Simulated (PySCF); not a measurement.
Cl2FHOSn, SMILES [Cl][Sn]([OH])([Cl])[F]. Heavy atoms are numbered as in [OH:1][Sn:2]([F:3])([Cl:4])[Cl:5]. Hydrogens are named by the atom that carries them.

Coordinates come from a B3LYP-D3(BJ)/def2-SVP optimisation. The structure was generated by enumeration; whether it is a known compound was not checked. The def2 effective core potentials stand for the cores of Sn; spin–orbit coupling is left out. Other conformers were not sampled.

Computed with PBE/def2-TZVP (PySCF).

ESP charges are fitted to the potential on shells at 1.4 to 2.0 van der Waals radii. Atomic charges (e), one atom of each kind:

```csv
atom,ESP fit,Löwdin
O1 (OH),-0.53,___
Sn2,0.56,0.12
F3,-0.27,-0.22
Cl4,-0.09,___
H on O1,0.41,___
```

Q: Fill in the missing entries. (Estimate from the structure and the level; the computed values follow.)

A: 
- O1 (OH), Löwdin: -0.28
- Cl4, Löwdin: 0.10
- H on O1, Löwdin: 0.17
